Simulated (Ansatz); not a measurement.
Several settings on one geometry of Cd5NiSe4Cl4 (that of the charge 0 triplet, r2SCAN-D4/def2-SVP). Ansatz on 2 threads of AMD EPYC 7R13 on a shared host and a share (18 GiB) of an NVIDIA H100 80GB HBM3; times are rough.

```xyz
14

Se   -1.889    2.199   -1.176
Se    1.651   -1.229   -2.077
Se   -1.256   -1.187    1.395
Se    2.029    1.856    1.786
Ni   -2.300    0.045   -0.254
Cd   -0.139   -2.588   -0.583
Cd   -0.182    0.581   -2.362
Cd    0.221    2.695    0.169
Cd    2.365    0.435   -0.316
Cd    0.209    0.279    2.953
Cl   -2.263   -1.273   -2.112
Cl   -0.215   -4.926   -0.714
Cl    1.801    2.580   -1.978
Cl   -0.031    0.534    5.269
```

Totals from different functionals, basis sets or treatments of relativity can't be compared as stabilities.

In the def2 sets Cd takes a core potential; there is no spin–orbit coupling. Correlated methods freeze 61 core orbitals; core or outer-core shells of Se, Ni, Cd are correlated, in sets that lack core-valence functions.

The spins typed aren't always the lowest for that charge.

(1) Give the basis size and estimate the energy, ⟨S²⟩, dipole and time of these runs.

```csv
run,method,charge,state,further keys
1,UKS B2PLYP/def2-SVP,0,triplet,scf: {omitted_lower_state_checks: [starts]}; forces asked
2,UKS PBEsol-D3(BJ)/def2-TZVPD,1,doublet,fitting: {mean_field: def2-universal-jkfit}; nuclear_model: gaussian; scf: {omitted_lower_state_checks: [starts]}; forces asked
3,UKS ωB97X-V/def2-TZVPD,0,triplet,fitting: {mean_field: def2-universal-jkfit}; scf: {omitted_lower_state_checks: [starts]}; forces asked
4,UKS revPBE0/def2-mTZVPP,0,triplet,fitting: {mean_field: def2-universal-jkfit}
```

Results:

(1) 
| run | functions | energy (Eh) | ⟨S²⟩ | dipole (D) | wall time |
| --- | --- | --- | --- | --- | --- |
| 1 | 386 | -13789.2552 | 2.01 | 7.97 | 67 s |
| 2 | 660 | -13780.7047 | 1.46 | – | 25 s |
| 3 | 660 | -13793.3947 | 2.01 | 8.79 | 55 s |
| 4 | 450 | -13793.8564 | 2.01 | – | 29 s |

At UKS PBEsol-D3(BJ)/def2-TZVPD the charge 1 doublet is spin-contaminated (final ⟨S²⟩ up to 1.46, 0.75 for a pure state).
